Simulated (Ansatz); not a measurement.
C4H9BeBr (SMILES C[C](C)(C)[Be][Br]), singlet, at a GFN2-xTB geometry (such geometries of metal compounds can be far from the true shape), with bond 2-1 at 1.4 times its length; SC-NEVPT2/STO-3G, CASSCF(6,4) run with Ansatz (an electronic-structure program).

Input for Ansatz:
Ansatz 0.2 input:
```yaml
crystal:
  periodic: [false, false, false]
  atoms:
    - {symbol: Be, position_ang: [-0.42765294, 1.87754580, -0.27061951]}
    - {symbol: Br, position_ang: [-1.01194055, 4.50704894, -0.66834285]}
    - {symbol: C, position_ang: [-0.04469152, 0.18538640, -0.02305001]}
    - {symbol: C, position_ang: [-1.20975329, -0.74126201, -0.42513013]}
    - {symbol: C, position_ang: [1.17752873, -0.25463437, -0.85421915]}
    - {symbol: C, position_ang: [0.28461814, -0.13152780, 1.44960141]}
    - {symbol: H, position_ang: [-0.93199073, -1.78382847, -0.26052525]}
    - {symbol: H, position_ang: [-1.46396024, -0.62489491, -1.47685515]}
    - {symbol: H, position_ang: [-2.10118429, -0.53555357, 0.16416725]}
    - {symbol: H, position_ang: [1.00108341, -0.12151189, -1.91978664]}
    - {symbol: H, position_ang: [2.06589640, 0.31280625, -0.58383796]}
    - {symbol: H, position_ang: [1.38812974, -1.31106667, -0.67863040]}
    - {symbol: H, position_ang: [1.14238367, 0.44151032, 1.79622838]}
    - {symbol: H, position_ang: [-0.55814939, 0.09168353, 2.10083474]}
    - {symbol: H, position_ang: [0.52237497, -1.19103881, 1.55972610]}
basis:
  gaussian:
    orbitals: STO-3G
magnetization: {spin_polarized: false}
correlation: {method: sc_nevpt2, electrons: all, active_space: {window: {electrons: 6, orbitals: 4}}}
```

Question: What does Ansatz print? Leave out banner, timings and long lists.

Answer: 
```
Functional definition: HF
649 factors; integrals over basis functions are off by at most 3.1e-4 eV
mean field evaluation 1: about -73845.1770 eV, gradient 2.3e1 eV
mean field evaluation 2: about -73846.0765 eV, gradient 2.3e1 eV
mean field evaluation 4: about -73850.3385 eV, gradient 3.1e0 eV
mean field evaluation 8: about -73850.4716 eV, gradient 2.2e-1 eV
mean field -73850.47218495 eV, -2713.9547951491 hartree, gradient 1.0e-6 eV, S^2 0.000000; 0 other end points of the search recorded, 0 dependent functions left out
reference -73850.47218495 eV, -2713.9547951491 hartree; 36, 36 occupied and 16, 16 virtual orbitals, 649 factors
state -73851.18161759 eV, -2713.9808663176 hartree
state -73851.18161759 eV, -2713.9808663176 hartree; corrected -73857.37784719 eV, -2714.2085735554 hartree
Total energy: -73857.37784719 eV, -2714.2085735554 hartree
```
